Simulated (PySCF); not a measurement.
AlCl, charge +1, multiplicity 2. Atoms are numbered in the order given.

```xyz
2

Al     0.0000     0.0000    -1.1540
Cl     0.0000     0.0000     0.8825
```
Charge +1, spin multiplicity 2.

The structure is a stationary point at B3LYP-D3(BJ)/def2-TZVPD. The spin state was assumed, not searched.

All values below come from B3LYP-D3(BJ)/def2-TZVPD (PySCF).

Frequencies are harmonic and unscaled.

Problem. List the normal modes with their intensities. (An estimate is asked for; the answer gives what the named calculation found.)

Solution. 
```json
[
 {"mode": "1", "ν (cm⁻¹)": "574", "IR (km/mol)": "61.0", "moving atoms (share of kinetic energy)": "Al 57 %, Cl 43 %"}
]
```
